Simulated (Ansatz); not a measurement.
This geometry of C2H9InO (13 atoms, charge 0, multiplicity 1) is a first-order saddle point.

Method: Ansatz, UKS PBE0-D4/def2-SVP.

```xyz
13
Properties=species:S:1:pos:R:3
In -0.079 0.026 0.088
H 1.927 -0.624 0.433
C 0.069 2.055 -0.612
C -1.276 -1.167 1.407
H 1.653 -1.036 -0.407
O 0.784 -1.352 -1.373
H 1.128 2.341 -0.683
H -0.388 2.140 -1.610
H -0.445 2.748 0.069
H -1.047 -0.926 2.455
H -2.348 -0.994 1.233
H -1.043 -2.224 1.221
H 1.063 -0.987 -2.222
```

Question: Which two structures does it join? (They come from a converged band through this point; their orientation in space is the band's.)

Answer: Bonds broken: In1–H2, H5–O6. Bonds formed: H2–H5. C2H9InO becomes C2H7InO + H2.

First end point:

```xyz
13
Properties=species:S:1:pos:R:3
In 0.381 0.087 0.622
H 1.987 -0.167 1.286
C 0.049 1.865 -0.600
C -1.300 -1.068 1.366
H 1.866 -1.525 -1.260
O 0.944 -1.250 -1.344
H 0.953 2.168 -1.150
H -0.771 1.710 -1.319
H -0.240 2.711 0.044
H -1.212 -1.251 2.448
H -2.256 -0.559 1.172
H -1.320 -2.044 0.858
H 0.920 -0.678 -2.122
```

Last end point:

```xyz
13
Properties=species:S:1:pos:R:3
In -0.443 0.116 -0.083
H 3.441 -1.748 -0.018
C -0.256 2.195 -0.630
C -1.511 -1.012 1.400
H 2.733 -1.659 -0.296
O 0.650 -1.168 -1.206
H 0.792 2.510 -0.513
H -0.543 2.331 -1.684
H -0.893 2.832 -0.001
H -1.327 -0.613 2.409
H -2.593 -0.969 1.204
H -1.177 -2.058 1.353
H 1.126 -0.756 -1.935
```

Question: How far does it lie above each of them?

Answer: 90.7 kJ/mol above the first and 55.5 kJ/mol above the second. This is the barrier of this one path; another mechanism may lie lower. The orbitals stay closed-shell, which can raise the energy where a bond breaks towards radicals; this wasn't checked here.

Run time: 12 min on 4 threads of Arm Neoverse N1 (shared host), peak memory 0.4 GiB.
